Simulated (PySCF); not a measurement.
C4H7FO, SMILES [C@H]1(C[C@]1(O)C)F. Geometry: B3LYP-D3(BJ)/def2-SVP. The structure was generated by enumeration; whether it is a known compound was not checked. One conformer was computed; it need not be the lowest.

Computed equilibrium geometry at B3LYP-D3(BJ)/def2-SVP (PySCF confirms it by a frequency run) as a Z-matrix (one conformer of several):
```
C
O 1 1.3987
H 2 0.9674 1 107.70
C 1 1.4913 2 113.45 3 -146.45
F 4 1.3660 1 118.57 2 -142.79
H 4 1.0948 5 112.65 1 -143.39
C 4 1.5022 6 119.51 5 145.38
H 7 1.0932 4 117.53 6 -0.29
H 7 1.0936 8 115.91 4 145.04
C 1 1.5097 2 115.40 3 70.27
H 10 1.0985 1 111.36 2 173.42
H 10 1.1012 11 108.43 1 120.76
H 10 1.1032 11 108.31 12 117.30
```
Charge 0, spin multiplicity 1.
